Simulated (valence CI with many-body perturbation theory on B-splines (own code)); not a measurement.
Hyperfine factors and g values of C I

Method: relativistic CI+MBPT: four valence electrons over a frozen Dirac-Fock core [He], radial functions for each j: 11 s, 11 p, 9 d, 7 f, 5 g, 2 h, 1 i, with the one-electron correlation potential Σ1 (screened to all orders), the two-electron term Σ2, the three-electron term Σ3, Breit, model QED; selected single and double excitations, second order for the rest, scaled by the run's own slope (own B-spline code, finite nucleus).

Against 36 measured levels this calculation errs by 37 cm⁻¹ on average and by 83 at most. These come from a selection out of the NIST Handbook of Basic Atomic Spectroscopic Data. Levels without a partner in it may be off by more. Among the levels kept, up to 900 cm⁻¹ of a level comes from second order outside the variational space, and about a tenth of that is noise between levels of different J, which matters for small intervals.

A/g_I is the dipole constant over the nuclear g factor μ/I (μ in nuclear magnetons, uniformly magnetised nucleus), B/Q the quadrupole constant per barn. Both hold the static response of the core; the bare values leave it out. Large factors of s and p1/2 electrons are usually good to 5 to 10 %; those of open d and f shells near neutrality can be off by tens of per cent, and small factors of p3/2, d and f electrons come from cancelling terms and can be off by a factor of two or in sign, in half-filled shells by more. B is blank for J = 1/2, where it vanishes, and for nearly pure S terms. Energies count from the lowest level. Levels with J = 0 are left out.

Names give the largest LS component (configuration and term), which can be under half, so a name can repeat, a term be missing and a line seem to break the LS rules; names also repeat where a configuration has a term twice.

```
          Level  E (eV)      g  A/g_I (MHz)  A/g_I bare  B/Q (MHz/b)  B/Q bare
   2s2 2p2 3P_1  0.0023  1.501       -0.804        43.8         74.2      76.9
   2s2 2p2 3P_2  0.0069  1.501          102         143         -149      -154
   2s2 2p2 1D_2   1.271  1.000          156         156          283       293
   2s 2p3 5S°_2   4.175  2.002          557         570                       
2s2 2p 3s 3P°_1   7.477  1.501          269         285        -91.9     -95.0
2s2 2p 3s 3P°_2   7.481  1.501          133         156          184       190
2s2 2p 3s 1P°_1   7.680  1.000          202         204          188       195
   2s 2p3 3D°_1   7.947  0.499         -462        -419        -14.8     -15.5
   2s 2p3 3D°_2   7.948  1.167          273         262        -20.9     -21.8
   2s 2p3 3D°_3   7.948  1.334          499         472        -42.9     -44.8
 2s2 2p 3p 1P_1   8.532  1.000          115         114         -101      -104
 2s2 2p 3p 3D_1   8.636  0.499          239         207         69.1      71.4
 2s2 2p 3p 3D_2   8.638  1.167          119         128         97.6       101
 2s2 2p 3p 3D_3   8.641  1.334         57.8        78.2          201       208
 2s2 2p 3p 3S_1   8.766  2.001        -2.67        56.3                       
 2s2 2p 3p 3P_1   8.843  1.502         11.4        43.1         52.0      53.8
 2s2 2p 3p 3P_2   8.845  1.501         70.9        99.8        -97.8      -101
 2s2 2p 3p 1D_2   8.999  1.000          108         109          201       207
   2s 2p3 3P°_1   9.335  1.501          560         536        -21.7     -22.6
   2s 2p3 3P°_2   9.336  1.501          469         448         40.8      42.5
2s2 2p 3d 1D°_2   9.628  1.000         38.6        38.0         -189      -196
2s2 2p 4s 3P°_1   9.680  1.494          198         212        -73.5     -76.0
2s2 2p 4s 3P°_2   9.684  1.499         66.2        93.3          157       163
2s2 2p 3d 3F°_2   9.692  0.680          122         102         84.4      87.3
2s2 2p 3d 3F°_3   9.694  1.096         82.3        83.8         68.7      71.0
2s2 2p 3d 3F°_4   9.698  1.251         40.9        55.7          193       199
2s2 2p 3d 3D°_1   9.703  0.562        -25.2       -46.6        -38.7     -40.0
2s2 2p 3d 3D°_2   9.705  1.156         15.7        26.1        -48.6     -50.2
2s2 2p 3d 3D°_3   9.706  1.320         42.4        60.4         -111      -114
2s2 2p 4s 1P°_1   9.707  0.945          139         145          135       139
2s2 2p 3d 1F°_3   9.733  1.002         65.0        67.9          190       197
2s2 2p 3d 1P°_1   9.757  0.999        -53.3       -53.0         45.9      47.4
2s2 2p 3d 3P°_2   9.834  1.501          109         124         44.9      46.5
```

**Question.** Take the isotope of mass number 13, with I = 1/2, μ = 0.70237 μN. What is the hyperfine structure of 2s2 2p 3s 1P°_1?

**Answer.** From the table A = 284 MHz. Shifts from the centre of gravity in MHz: F = 1/2: -284, F = 3/2: 142.
